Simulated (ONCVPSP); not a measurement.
Potentials for N compared

Generated with ld1.x 7.5 (TM, RRKJ, ultrasoft, PAW), atompaw 4.2 or ONCVPSP 4.0.1. The cutoff is in Ry: for ld1.x and atompaw files where the sum of valence levels is converged to 10 mRy in a Bessel basis, for ONCV files where the hardest occupied wave has 1 mHa per electron of residual kinetic energy. The error is the largest all-electron minus pseudo excitation energy over each file’s own four to seven test configurations (ionisations up to +4, promotions, holes and added fractions of an electron), all of which were solved. The labels leave out finer settings (local radius, basis sizes, second energies), which also bear on the numbers. Spin-polarised tests are not counted. The rows are a selection from randomly drawn settings: files with unsolved tests, undetermined cutoffs or missed reference levels are left out.

A true bound ghost makes a file unfit for plane-wave use even where its test errors are small: the radial tests pick states by their node count and pass the ghost by.

| potential | cutoff (Ry) | largest error (meV) | bound ghosts |
| --- | --- | --- | --- |
| ONCV, LDA (Perdew-Wang 92), fully relativistic, rc 1.10/2.60/2.20 (spd), local s, core correction yes, reference 2s2 2p3, qcut 6.3/6/5.1, projectors 0/2/2 | 49 | +4136 | none |
| ONCV, PBE, scalar-relativistic, rc 0.95/1.65/1.45 (spd), local smoothed, core correction yes, reference 2s1 2p4, qcut 8.9/9.9/7.2, projectors 3/2/2 | 61 | +180 | s |
| ONCV, LDA (Perdew-Wang 92), scalar-relativistic, rc 1.10/1.96/2.00 (spd), local s, core correction yes, reference 2s2 2p3, qcut 5/7.1/4.1, projectors 0/2/1 | 200 | +1733 | none |
| ONCV, PBE, non-relativistic, rc 1.00/1.85/1.95 (spd), local smoothed, core correction yes, reference 2s2 2p2, qcut 7.8/7.9/5.9, projectors 2/2/2 | 59 | +898 | none |
| ONCV, PBEsol, scalar-relativistic, rc 0.80/2.15 (sp), local smoothed, core correction yes, reference 2s2 2p1, qcut 8.2/6.7, projectors 2/1 | 62 | +1124 | none |

Task: Fill in the row for N: ONCV, PBE, scalar-relativistic, rc 0.75/2.15/2.10 (spd), local smoothed, core correction no, reference 2s2 2p3, qcut 10.4/7.6/4.3, projectors 2/1/2.

Result: cutoff 59 Ry, largest error +1502 meV, bound ghosts: s, d.

Task: Fill in the row for N: ONCV, LDA (Perdew-Wang 92), scalar-relativistic, rc 0.70/2.35/2.00 (spd), local s, core correction no, reference 2s2 2p3, qcut 9.7/7.4/5.5, projectors 0/2/2.

Result: cutoff 262 Ry, largest error +2348 meV, bound ghosts: none.
